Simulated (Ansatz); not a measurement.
## Which method gave which barrier?

Saddle point of AlN3H8, singlet (AlN₂H₅ ([NH2][AlH][NH2]) + NH₃ → AlN₃H₆ ([NH2][Al]([NH2])[NH2]) + H₂; bonds formed: H2–H5; dative contacts that become bonds: Al1–N6; bonds broken: Al1–H2, H5–N6), PBE0-D4/def2-TZVP structure:

| atom | x (Å) | y (Å) | z (Å) |
| --- | --- | --- | --- |
| Al1 | -0.0930 | 0.1179 | 0.1910 |
| H2 | 0.8136 | -1.1825 | 1.1109 |
| N3 | 0.5421 | 1.7722 | 0.3074 |
| N4 | -1.7902 | -0.2519 | 0.5628 |
| H5 | 0.9905 | -1.3340 | 0.1145 |
| N6 | 0.7694 | -0.8932 | -1.1658 |
| H7 | 1.3380 | 2.1251 | -0.1973 |
| H8 | 0.2774 | 2.4273 | 1.0241 |
| H9 | -2.5516 | 0.3981 | 0.4613 |
| H10 | -2.1107 | -1.0931 | 1.0125 |
| H11 | 1.5840 | -0.5694 | -1.6695 |
| H12 | 0.2306 | -1.5167 | -1.7519 |

Program: Ansatz 0.2.0. Basis: def2-TZVPP, with def2-QZVPP for the basis limit. Cores are frozen in the correlated methods. B3LYP uses VWN-RPA correlation. Extrapolation: Hartree–Fock as exp(−7.88 √X), correlation as X^−2.97. Four methods, as single points on the PBE0-D4 structures, gave these electronic barriers from the start structure: 26.13, 28.56, 29.98, 40.36 kcal/mol.

(1) The methods were, in alphabetical order, B3LYP-D4, BLYP-D4, HF, MP2. Which gave which? (Judge from chemistry; the calculation decides.)

T1 diagnostic: at most 0.012.

## Answers

(1) By the calculation: BLYP-D4 26.13; B3LYP-D4 28.56; MP2 29.98; HF 40.36 kcal/mol. For comparison, CCSD(T) at an estimated basis limit (MP2 extrapolated from triple and quadruple zeta, plus CCSD(T) − MP2 in triple zeta) gives 31.12 kcal/mol.

The step is the kind of exchange with an N–H group that builds nitride films in atomic layer and chemical vapour deposition.

Labels in which every atom is bracketed show which atoms are joined, not bond orders.

For scale, one of the runs: CCSD(T)/def2-TZVPP, 247 basis functions, launched by `ansatz run in.yaml --threads 4 --pin off --events-out ev --progress --plain --max-ram 9574MiB`. Time: 120 s of wall clock on 4 CPU threads of an Arm Neoverse V1; the host was shared. Peak host memory: 5.1 GiB.
